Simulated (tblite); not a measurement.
C5H9BFO2 (doublet state).
Atom-mapped SMILES: `[CH3:1][C@@H:2]1[CH2:3][O:4][BH:5][O:6][C:7]1[CH2:8][F:9]` (hydrogens: H10, H11, H12 on C1; H13 on C2; H14, H15 on C3; H16 on B5; H17, H18 on C8)

Computed with GFN2-xTB (tblite), gas phase: L-BFGS steps from a force-field or distance-geometry start until the largest atomic force falls under 0.01 eV/Å.

Geometry at step 61:
```
atom  x, y, z in Å
C1      1.7772    0.5075   -0.2230
C2      0.5608   -0.1718    0.4202
C3      0.5822   -1.6630   -0.0057
O4     -0.6567   -2.2579   -0.3204
B5     -1.7965   -1.5536   -0.4177
O6     -1.8438   -0.2039   -0.2214
C7     -0.7342    0.5040    0.0752
C8     -0.9920    1.9495    0.3089
F9     -1.2247    2.6286   -0.8949
H10     1.9268    1.5195    0.1493
H11     1.6362    0.5469   -1.3017
H12     2.6716   -0.0814   -0.0135
H13     0.6817   -0.1133    1.5163
H14     1.0153   -2.2556    0.8066
H15     1.2306   -1.7805   -0.8845
H16    -2.7796   -2.1148   -0.6924
H17    -1.9186    2.0943    0.8955
H18    -0.1449    2.4519    0.7915
```

Q: What forces act on the atoms?

A: 
```json
{"atom": "C1", "Fx (eV/Å)": "0.023", "Fy (eV/Å)": "0.063", "Fz (eV/Å)": "-0.060"}
{"atom": "C2", "Fx (eV/Å)": "-0.058", "Fy (eV/Å)": "0.029", "Fz (eV/Å)": "-0.012"}
{"atom": "C3", "Fx (eV/Å)": "-0.051", "Fy (eV/Å)": "0.006", "Fz (eV/Å)": "0.042"}
{"atom": "O4", "Fx (eV/Å)": "-0.016", "Fy (eV/Å)": "0.014", "Fz (eV/Å)": "0.058"}
{"atom": "B5", "Fx (eV/Å)": "0.064", "Fy (eV/Å)": "0.004", "Fz (eV/Å)": "-0.032"}
{"atom": "O6", "Fx (eV/Å)": "0.067", "Fy (eV/Å)": "-0.145", "Fz (eV/Å)": "-0.019"}
{"atom": "C7", "Fx (eV/Å)": "-0.065", "Fy (eV/Å)": "0.072", "Fz (eV/Å)": "0.002"}
{"atom": "C8", "Fx (eV/Å)": "-0.058", "Fy (eV/Å)": "0.024", "Fz (eV/Å)": "0.055"}
{"atom": "F9", "Fx (eV/Å)": "0.142", "Fy (eV/Å)": "-0.051", "Fz (eV/Å)": "0.207"}
{"atom": "H10", "Fx (eV/Å)": "-0.032", "Fy (eV/Å)": "-0.096", "Fz (eV/Å)": "-0.025"}
{"atom": "H11", "Fx (eV/Å)": "0.048", "Fy (eV/Å)": "0.083", "Fz (eV/Å)": "0.033"}
{"atom": "H12", "Fx (eV/Å)": "-0.062", "Fy (eV/Å)": "0.133", "Fz (eV/Å)": "0.028"}
{"atom": "H13", "Fx (eV/Å)": "0.016", "Fy (eV/Å)": "-0.049", "Fz (eV/Å)": "-0.036"}
{"atom": "H14", "Fx (eV/Å)": "0.039", "Fy (eV/Å)": "-0.075", "Fz (eV/Å)": "0.021"}
{"atom": "H15", "Fx (eV/Å)": "-0.115", "Fy (eV/Å)": "0.011", "Fz (eV/Å)": "-0.016"}
{"atom": "H16", "Fx (eV/Å)": "-0.025", "Fy (eV/Å)": "0.017", "Fz (eV/Å)": "0.027"}
{"atom": "H17", "Fx (eV/Å)": "0.190", "Fy (eV/Å)": "0.001", "Fz (eV/Å)": "-0.169"}
{"atom": "H18", "Fx (eV/Å)": "-0.109", "Fy (eV/Å)": "-0.042", "Fz (eV/Å)": "-0.105"}
```

The largest, 0.26 eV/Å, acts on F9 (H17 within 3 % of it); the rms over all components is 0.074 eV/Å. The forces sum to zero within rounding, as they must for an isolated molecule in no field.

Q: Give the force on F9 in Eh/bohr and in nN.

A: 0.256 eV/Å ÷ 51.422 = 0.00498 Eh/bohr, and 0.256 eV/Å × 1.602 = 0.41 nN.

Q: How far is this geometry from the end of the optimisation?

A: 0.214 eV above it, and 0.681 Å rms away after alignment. The bonds farthest from their final lengths, with half the difference of the two atoms' forces along the bond (positive lengthens):

```json
{"bond": "C8–H17", "now (Å)": "1.106", "final (Å)": "1.093", "force along bond (eV/Å)": "-0.16"}
{"bond": "C1–C2", "now (Å)": "1.535", "final (Å)": "1.523", "force along bond (eV/Å)": "+0.05"}
{"bond": "C7–C8", "now (Å)": "1.487", "final (Å)": "1.477", "force along bond (eV/Å)": "-0.02"}
{"bond": "C2–C7", "now (Å)": "1.501", "final (Å)": "1.495", "force along bond (eV/Å)": "+0.01"}
{"bond": "C8–F9", "now (Å)": "1.402", "final (Å)": "1.407", "force along bond (eV/Å)": "-0.10"}
{"bond": "O6–C7", "now (Å)": "1.349", "final (Å)": "1.354", "force along bond (eV/Å)": "0.00"}
```

The angle farthest from its final value is C3–C2–C7, 112.4° against 106.9°.

Of the 3 listed bonds off by 0.010 Å or more, this force points towards the final length in 2.

What follows is the cost of the whole relaxation. The run took 0.97 s of wall time on Arm Neoverse V2, one thread (shared host).
